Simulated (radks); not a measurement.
Spherical quantum dot in the effective-mass picture: electrons in a hard-walled sphere of radius 3.04, all in effective atomic units (hartree* = m*/eps^2 hartree, bohr* = eps/m* bohr), one dielectric constant everywhere. Method: non-relativistic Kohn-Sham, PBEsol, spin-polarised, spherical densities; computed with a radial shooting solver with Libxc functionals. Levels are named by radial order and angular momentum (1s, 1p, 1d, 2s, ...), and open shells are averaged over m.

N = 5, configuration 1s2 1p(up 3, down 0). This is the lowest configuration that the search found. Occupied and some empty levels:

| level | occupation | eigenvalue (hartree*) | <r> (bohr*) |
|---|---|---|---|
| 1s up | 1 | 2.5925 | 1.714 |
| 1s down | 1 | 2.7161 | 1.688 |
| 1p up | 3 | 3.0253 | 1.905 |
| 1p down | 0 | 3.1643 | 1.898 |
| 1d up | 0 | 3.6494 | 2.034 |
| 1d down | 0 | 3.7942 | 2.032 |
| 2s up | 0 | 4.2579 | 1.452 |
| 2s down | 0 | 4.3327 | 1.456 |
| 1f up | 0 | 4.4379 | 2.129 |
| 1f down | 0 | 4.5847 | 2.129 |

Energy (hartree*): total 8.79449, kinetic 4.5193, external 0, Hartree 6.1629, exchange-correlation -1.8877.
